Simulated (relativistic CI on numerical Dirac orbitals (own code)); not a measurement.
## Line list: Electric-dipole lines, Zn3+

These numbers are calculated, not measured: Dirac-Coulomb-Breit CI, KLI orbitals optimised for each configuration, model QED, valence Slater integrals scaled by 0.85, P86 correlation energy added to each configuration (own radial code, finite nucleus).

Configuration list (outside the closed core [Ne] 3s2): 3p6.3d9, 3p6.3d8.4s, 3p6.3d8.4p, 3p6.3d8.4d, 3p6.3d8.5s, 3p6.3d7.4s2, 3p6.3d8.5p, 3p6.3d8.4f, 3p6.3d8.5d, 3p5.3d10, 3p6.3d7.4s.4p, 3p6.3d8.5f, 3p6.3d8.5g, 3p6.3d7.4p2, 3p6.3d7.4s.4d. Levels of other configurations are missing.

```csv
λ vac (Å),Lower,Upper,A (s⁻¹),gf,Branching (%)
434.88,3p6.3d9 2D_5/2 [1],3p6.3d8.4p 2F°_7/2 [55],2.43e+09,5.50e-01,67.1
480.94,3p6.3d9 2D_5/2 [1],3p6.3d8.4p 2D°_5/2 [34],2.39e+09,4.98e-01,56.8
1285.0,3p6.3d8.4s 4F_9/2 [3],3p6.3d8.4p 4F°_9/2 [27],7.90e+08,1.96e+00,63.4
1291.0,3p6.3d8.4s 4F_7/2 [4],3p6.3d8.4p 4F°_7/2 [28],6.38e+08,1.28e+00,45.3
1298.1,3p6.3d8.4s 4F_5/2 [5],3p6.3d8.4p 4F°_5/2 [30],6.96e+08,1.05e+00,50.7
1308.1,3p6.3d8.4s 4F_3/2 [6],3p6.3d8.4p 4F°_3/2 [31],1.01e+09,1.04e+00,74.2
1311.7,3p6.3d8.4s 4F_7/2 [4],3p6.3d8.4p 4F°_9/2 [27],3.86e+08,9.96e-01,31.0
1314.9,3p6.3d8.4s 4F_5/2 [5],3p6.3d8.4p 4F°_7/2 [28],5.18e+08,1.07e+00,36.8
1324.0,3p6.3d8.4s 4F_9/2 [3],3p6.3d8.4p 4G°_11/2 [22],1.22e+09,3.83e+00,100.0
1328.3,3p6.3d8.4s 2F_7/2 [7],3p6.3d8.4p 2D°_5/2 [34],1.02e+09,1.62e+00,24.2
1335.3,3p6.3d8.4s 4F_9/2 [3],3p6.3d8.4p 4G°_9/2 [21],4.41e+08,1.18e+00,39.9
1337.3,3p6.3d8.4s 4F_7/2 [4],3p6.3d8.4p 4G°_7/2 [24],5.37e+08,1.15e+00,47.5
1351.4,3p6.3d8.4s 2P_3/2 [14],3p6.3d8.4p 2D°_5/2 [51],9.40e+08,1.54e+00,56.6
1359.0,3p6.3d8.4s 4F_3/2 [6],3p6.3d8.4p 4G°_5/2 [26],6.86e+08,1.14e+00,60.3
1362.9,3p6.3d8.4s 4F_5/2 [5],3p6.3d8.4p 4G°_7/2 [24],5.53e+08,1.23e+00,49.0
1364.2,3p6.3d8.4s 4F_7/2 [4],3p6.3d8.4p 4G°_9/2 [21],5.58e+08,1.56e+00,50.6
1369.0,3p6.3d8.4s 4F_5/2 [5],3p6.3d8.4p 4D°_3/2 [23],9.59e+08,1.08e+00,88.4
1375.0,3p6.3d8.4s 4F_7/2 [4],3p6.3d8.4p 4D°_5/2 [20],9.80e+08,1.67e+00,91.1
1381.7,3p6.3d8.4s 2F_7/2 [7],3p6.3d8.4p 2G°_9/2 [29],8.77e+08,2.51e+00,78.1
1388.5,3p6.3d8.4s 4F_9/2 [3],3p6.3d8.4p 4D°_7/2 [19],1.00e+09,2.32e+00,96.2
```

Terms are leading LS components. Brackets give the number of a level in order of energy, since labels repeat. The list gives strong lines, with weight on those to low levels, without lines whose two gauges differ by over a factor of 2.5, among the lowest 200 of 1329 levels, so that lines to higher ones, which can be the strongest, are missing, and without lines across small gaps between configurations, and without 126 lines that miss the measured interval by over 3.5 %, start from a term whose rates miss tabulated ones by over 60 %, have gauges far apart or, lacking measured levels, span too small a gap for the errors found; lines with a level outside our table were not tested and can miss by more. Levels whose partners in the same complex of configurations lie outside the list can be far off, and so can their lines. Rates are taken at the computed energies, electric ones in the length gauge.

For a near-neutral ion this model can misplace configurations by up to about 10,000 cm⁻¹ (more where the count of f electrons changes) and terms by 10 to 25 % of their spread. Rates follow the energies as ν³ (E1, M1) or ν⁵ (E2), so they and the lifetimes can be off by large factors. The fine structure of a lone outer electron comes out too small, for d and f at times inverted, and misplaced configurations move strength between like terms. 55 of the 58 excited levels that our extract of the measured tables holds in this range could be paired (the sources list more); they are missed by 3687 cm⁻¹ on average and 5893 at most, and levels without a partner can miss by more.

LS names give the leading component of a level, which can be under half, so a name can repeat, a term be missing and a line seem to break the LS rules.
